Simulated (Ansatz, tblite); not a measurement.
Cost and result up the ladder for In11P12H32⁺, a nanocrystal cut from zinc blende InP (hydrogen-capped) (55 atoms). Total charge 1; singlet. Geometry: PBE-D4/def2-SVP.

```xyz
55

In   -1.8463    3.4599   -3.6399
In   -4.7818   -2.2686   -1.3128
In   -0.0632   -4.4630   -0.8710
In    2.5297    2.5245   -3.1501
In    3.5378   -1.8710   -1.5666
In   -0.4184   -0.3639   -2.0496
In   -2.3274    2.3233    1.0147
In   -1.1383   -1.5897    1.7585
In    1.7695    1.0000    1.0627
In    2.6596   -2.6465    2.8145
In    0.2188    1.0615    5.5695
P    -2.8253   -1.0830   -2.7132
P     0.1399    1.6807   -3.5039
P    -1.8497    3.9350   -1.0234
P     1.0928   -2.4196   -2.1346
P    -3.5594   -2.2576    1.0746
P     0.5115   -3.4879    1.5239
P     3.9266    0.3061   -3.0465
P     2.5413    2.9234   -0.5433
P     3.3449   -0.9794    0.8441
P    -0.5872    0.4631    0.3515
P    -1.2805   -0.6853    4.2074
P     1.7303    1.8869    3.4939
H    -1.2159    4.8654   -4.4259
H    -3.2575    2.4880   -3.9129
H    -5.9715   -1.0267   -1.1593
H    -4.7467   -3.9149   -1.8204
H     0.8552   -5.8871   -1.2006
H    -1.7653   -4.1070   -1.0485
H     3.2348    3.8136   -4.0583
H     4.7913   -3.0135   -1.9042
H    -3.8850    1.6101    0.7287
H    -1.6768    3.0330    2.4656
H     3.8468   -3.8927    2.9386
H     2.0181   -1.5320    4.0026
H     1.2958    0.1051    6.5136
H    -0.8320    2.4059    5.8246
H    -2.6563   -1.8060   -3.9365
H    -3.3508    0.1230   -3.2806
H     0.2512    1.1287   -4.8241
H    -2.7093    5.0670   -0.8526
H    -0.6281    4.6193   -0.7231
H     1.1354   -2.7309   -3.5343
H    -3.7394   -3.5495    1.6634
H    -4.3896   -1.5239    1.9814
H    -0.0987   -4.4156    2.4347
H     3.9568   -0.1504   -4.4036
H     5.3062    0.6836   -2.9609
H     3.8346    3.3964   -0.1534
H     1.7958    4.1059   -0.2375
H     4.6292   -0.4200    1.1519
H    -2.6419   -0.2601    4.3405
H    -1.3819   -1.8657    5.0111
H     1.5637    3.2994    3.3333
H     3.1067    1.9028    3.8864
```

Ansatz on 5 threads of AMD EPYC 7R13 on a shared host and a share (37 GiB) of an NVIDIA H100 80GB HBM3; xTB runs through tblite on one thread. Times are rough, summed over both states, and most runs start from the orbitals of an earlier one. PBE0-D4/def2-SVP serves as the yardstick here, not as an exact answer. The other state is a doublet.

In the def2 sets In takes a core potential; there is no spin–orbit coupling. The xTB rows come from tblite. LC-ωPBE has ω = 0.4 bohr⁻¹. Single mean-field runs in def2-SVP are fitted with def2-universal-jkfit.

Run but left out: PBE-D4/def2-SVP (charge +2 doublet: an occupied level 0.02 eV above an empty one).

Raw xTB energies of ions are shifted by several eV.

```csv
level,functions,vertical IE (eV),difference from PBE0-D4/def2-SVP (eV)
GFN2-xTB,239,14.18,3.93
PBE0-D4/def2-SVP,662,10.25,0.00
GFN1-xTB,271,12.88,2.63
LC-ωPBE/def2-SVP (with forces),662,10.87,0.62
```

Problem. Estimate how long each takes.

Solution. GFN2-xTB 1.4 s; GFN1-xTB 1.7 s; PBE0-D4/def2-SVP 35 s; LC-ωPBE/def2-SVP (with forces) 62 s. On shared hardware such times vary by a factor of up to 3.
